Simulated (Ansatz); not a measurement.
C2H9GaO2Si (`C[O][Ga]([OH])[CH2][SiH3]`). Total charge 0; spin multiplicity 1. The structure was optimised at the PBE0-D4/def2-TZVP level. It is one conformer, not always the lowest.

```xyz
15

C     0.275   -1.722    2.304
O     0.191   -1.444    0.933
Ga   -0.583    0.026    0.275
O    -1.273    1.183    1.449
C    -0.647    0.341   -1.638
Si    0.830    1.274   -2.307
H     0.716   -0.896    2.880
H    -0.704   -1.955    2.743
H     0.917   -2.597    2.447
H    -1.185    0.915    2.367
H    -1.558    0.904   -1.857
H    -0.713   -0.631   -2.135
H     0.932    2.608   -1.658
H     2.083    0.523   -2.026
H     0.720    1.473   -3.777
```

Problem. What is the dipole moment at ωB97M-V/def2-TZVPP? (Estimate.)

Solution. The calculation gave: 1.00 D, with components (-0.50, -0.69, 0.52) D in this frame, pointing from negative to positive charge.

Problem. And with PBE, r2SCAN, B3LYP? (Estimate.)

Solution. The calculation gave: PBE 0.99 D, r2SCAN 1.00 D, B3LYP 0.97 D.

Problem. Give the Mulliken charges with ωB97M-V, r2SCAN, B3LYP in def2-TZVPP. (An estimate is asked.)

Solution. Computed: 
| atom | ωB97M-V | r2SCAN | B3LYP |
| --- | --- | --- | --- |
| C1 | -0.20 | 0.01 | -0.13 |
| O2 | -0.40 | -0.41 | -0.40 |
| Ga3 | 0.63 | 0.60 | 0.59 |
| O4 | -0.42 | -0.44 | -0.43 |
| C5 | -0.46 | -0.33 | -0.34 |
| Si6 | 0.15 | 0.26 | 0.24 |
| H7 | 0.10 | 0.04 | 0.08 |
| H8 | 0.11 | 0.05 | 0.09 |
| H9 | 0.12 | 0.06 | 0.10 |
| H10 | 0.16 | 0.19 | 0.17 |
| H11 | 0.14 | 0.10 | 0.11 |
| H12 | 0.14 | 0.10 | 0.11 |
| H13 | -0.02 | -0.07 | -0.06 |
| H14 | -0.02 | -0.07 | -0.06 |
| H15 | -0.03 | -0.08 | -0.07 |

B3LYP here is the variant with VWN-RPA as its local correlation; programs differ in this.
